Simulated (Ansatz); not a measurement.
`[GeH3][SeH]` → H₂Se + `[GeH2]` at 600 K and 1 bar (germylene loss).

Computed with Ansatz on PBE0-D4/def2-TZVP structures; ΔE is electronic, products minus reactants. CCSD(T)/CBS adds triple-zeta CCSD(T) − MP2 to the extrapolated MP2 energy (def2 sets, frozen cores). For Ge, Se outer-core shells are correlated without core-valence functions, which leaves a few kJ/mol of doubt a bond. Scalar relativity is left out up to krypton.

| species | CCSD(T)/CBS energy (Eh) | H − E (kJ/mol) | S (J/(mol·K)) |
| --- | --- | --- | --- |
| `[GeH3][SeH]` | -4479.23116 | 121.4 | 357.3 |
| H₂Se | -2401.89790 | 57.0 | 244.8 |
| `[GeH2]` | -2077.24753 | 50.4 | 247.2 |

H − E and S are ideal-gas, rigid-rotor, harmonic terms from PBE0-D4/def2-TZVP. 1 Eh = 2625.50 kJ/mol, R = 8.31446 J/(mol·K).

**Question.** By hand: ΔE, ΔH, ΔS and ΔG.

**Answer.** ΔE = (-2401.89790) + (-2077.24753) − (-4479.23116) = 0.08573 Eh = 225.1 kJ/mol. Δ(H − E) = 57.0 + 50.4 − 121.4 = -14.0, so ΔH = 211.1 kJ/mol. ΔS = 244.8 + 247.2 − 357.3 = 134.7 J/(mol·K). ΔG = 211.1 − 600 × (134.7)/1000 = 130.3 kJ/mol.

**Question.** By hand: the equilibrium constant, and the temperature at which ΔG would vanish if ΔH and ΔS stayed fixed.

**Answer.** log₁₀ K = −ΔG/(RT ln 10) = -11.3. ΔG = 0 at ΔH/ΔS = 1567 K.

The number of gas molecules changes by +1, which sets the sign of ΔS. A doubt of 5 kJ/mol in ΔE shifts log₁₀ K by 0.4 here. These are equilibria of isolated gas molecules and say nothing of rates. Largest T1 diagnostic: 0.012 (customary marks: 0.02 for closed shells, 0.045 for open ones).
